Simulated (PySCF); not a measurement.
Delta-SCF ions had no search for a lower state. Excitations are Tamm–Dancoff values on a coarser integration grid. The basis has no diffuse functions, so Rydberg states are missing or too high.

# C3H6Si, SMILES `C#C[SiH2]C` (charge 0, multiplicity 1)

The numbers are results of PBE-D3(BJ)/def2-TZVP (PySCF 2.14.0), not measurements.

```yaml
HOMO: -6.89 eV
dipole_moment: 0.81 D
LUMO: -1.02 eV
HOMO–LUMO gap: 5.87 eV
S1 excitation (TDA): 5.92 eV
S1 oscillator strength: 0.000
T1 excitation (TDA): 4.89 eV
S1–T1 gap (TDA): 1.03 eV
vertical ionisation energy (Delta-SCF): 9.96 eV
total_energy: -407.1071 Ha
cost: very roughly 110 core-seconds
```

Bonded distances (Å): C1–C2 1.218, C1–H5 1.072, C2–Si3 1.833, Si3–C4 1.877, Si3–H6 1.495, Si3–H7 1.495, C4–H8 1.099, C4–H9 1.100, C4–H10 1.099. Angles (°): C2–C1–H5 179.8, C1–C2–Si3 179.0, C2–Si3–C4 110.4, C2–Si3–H6 108.1, C2–Si3–H7 108.1, C4–Si3–H6 110.8, C4–Si3–H7 110.8, H6–Si3–H7 108.5, Si3–C4–H8 110.6, Si3–C4–H9 110.4, Si3–C4–H10 110.6, H8–C4–H9 108.4, H8–C4–H10 108.3, H9–C4–H10 108.4.
Charge 0, spin multiplicity 1.
